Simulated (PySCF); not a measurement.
In(Vi)(OH)2, SMILES C=[CH][In]([OH])[OH] (C2H5InO2), PBE0/def2-SVP optimised geometry.

```
10

In     0.38    -0.39     0.00
C     -0.79     1.38     0.00
C     -2.13     1.37     0.03
H     -0.27     2.35    -0.02
H     -2.71     2.30     0.03
H     -2.72     0.45     0.05
O      2.37    -0.39     0.00
H      2.72    -1.29     0.00
O     -0.29    -2.28     0.00
H     -1.25    -2.35     0.00
```

Density from PBE0/def2-TZVP, def2 effective core potentials past Kr in PySCF 2.14.0 at that geometry. The core electrons that the potentials of In replace are not part of the density.

Minimum of the electron density along straight lines between bonded atoms, close to the bond critical point (lines longer than 1.1 times the sum of covalent radii, or with two minima, are not listed):

```json
[
 {"bond": "In1–C2", "length / Å": "2.127", "ρ at the minimum / e bohr⁻³": "0.104", "∇²ρ there / e bohr⁻⁵": "(withheld)", "position (fraction from the first atom)": "0.52"},
 {"bond": "C2–C3", "length / Å": "1.337", "ρ at the minimum / e bohr⁻³": "0.347", "∇²ρ there / e bohr⁻⁵": "(withheld)", "position (fraction from the first atom)": "0.50"},
 {"bond": "C2–H4", "length / Å": "1.096", "ρ at the minimum / e bohr⁻³": "0.276", "∇²ρ there / e bohr⁻⁵": "-0.95", "position (fraction from the first atom)": "0.65"},
 {"bond": "C3–H5", "length / Å": "1.098", "ρ at the minimum / e bohr⁻³": "0.277", "∇²ρ there / e bohr⁻⁵": "-0.96", "position (fraction from the first atom)": "0.65"},
 {"bond": "C3–H6", "length / Å": "1.096", "ρ at the minimum / e bohr⁻³": "0.278", "∇²ρ there / e bohr⁻⁵": "-0.97", "position (fraction from the first atom)": "0.65"},
 {"bond": "In1–O7", "length / Å": "1.993", "ρ at the minimum / e bohr⁻³": "0.113", "∇²ρ there / e bohr⁻⁵": "0.49", "position (fraction from the first atom)": "0.52"},
 {"bond": "O7–H8", "length / Å": "0.964", "ρ at the minimum / e bohr⁻³": "0.356", "∇²ρ there / e bohr⁻⁵": "-2.36", "position (fraction from the first atom)": "0.80"},
 {"bond": "In1–O9", "length / Å": "2.004", "ρ at the minimum / e bohr⁻³": "0.110", "∇²ρ there / e bohr⁻⁵": "0.48", "position (fraction from the first atom)": "0.52"},
 {"bond": "O9–H10", "length / Å": "0.963", "ρ at the minimum / e bohr⁻³": "0.358", "∇²ρ there / e bohr⁻⁵": "-2.36", "position (fraction from the first atom)": "0.80"}
]
```

Task: Complete the blanks.

Result: 
- In1–C2, ∇²ρ there / e bohr⁻⁵: 0.17
- C2–C3, ∇²ρ there / e bohr⁻⁵: -1.04
